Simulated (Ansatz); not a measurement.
A run for Ansatz (an electronic-structure program): R-wB97X-V/def2-TZVPP on H3NSn (SMILES [NH2][SnH]), a point of a torsion scan. Elements past Kr take the def2 small-core potentials; no spin–orbit coupling.

Ansatz 0.2 input:
```yaml
crystal:
  periodic: [false, false, false]
  atoms:
    - {symbol: N, position_ang: [-0.67551555, 0.04332672, 0.09848388]}
    - {symbol: Sn, position_ang: [1.23233229, -0.54341720, -0.30153589]}
    - {symbol: H, position_ang: [-1.40875631, -0.52838079, 0.49246378]}
    - {symbol: H, position_ang: [-1.12709509, 0.78784992, -0.41747331]}
    - {symbol: H, position_ang: [1.22709494, -1.77594309, 1.05740023]}
basis:
  gaussian:
    orbitals: def2-TZVPP
hamiltonian:
  xc: {name: wB97X-V}
scf: {lower_state_search: off}
```

Problem. What total energy does the run end on?

Solution. -270.8352 hartree.
